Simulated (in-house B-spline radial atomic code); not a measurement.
Configurations of Al⁵⁺, with energies counted from [He] 2s2 2p4. Level of theory: non-relativistic CAM-B3LYP, spin-polarised, spherical fractional occupations, point nucleus; calculated with a B-spline radial code for spherical atoms. Shells without spins written out take the highest spin.

Caution: exact exchange at fractional occupations of open shells leaves self-interaction of up to several eV.

| configuration | E - E(ref) (eV) | highest orbital | its <r> (bohr) |
| --- | --- | --- | --- |
| [He] 2s(1 up, 0 down) 2p(3 up, 2 down) | 36.775 | 2p down | 0.5485 |
| [He] 2s2 2p3 3p1 | 117.5 | 3p up | 1.62 |
| [He] 2s2 2p3 3d1 | 129.86 | 3d up | 1.593 |
| [He] 2s1 2p4 3s1 | 145.1 | 3s up | 1.571 |
| [He] 2s2 2p(2 up, 1 down) 3d(0 up, 1 down) | 147.73 | 3d down | 1.625 |

(1) Order these further configurations by energy, lowest first.
A. [He] 2s2 2p(0 up, 3 down) 3s(1 up, 0 down)
B. [He] 2s1 2p4 3p1
C. [He] 2s2 2p3 3s1
D. [He] 2s1 2p4 3d1
E. [He] 2s2 2p(2 up, 2 down)

(2) How far above the reference does [He] 2s(0 up, 1 down) 2p(3 up, 1 down) 3s(0 up, 1 down) lie?

Results:

(1) E (8.0005 eV), C (106.35 eV), A (107.78 eV), B (156.33 eV), D (168.45 eV).

(2) 155.43 eV; its least bound orbital is 3s down with <r> = 1.586 bohr.
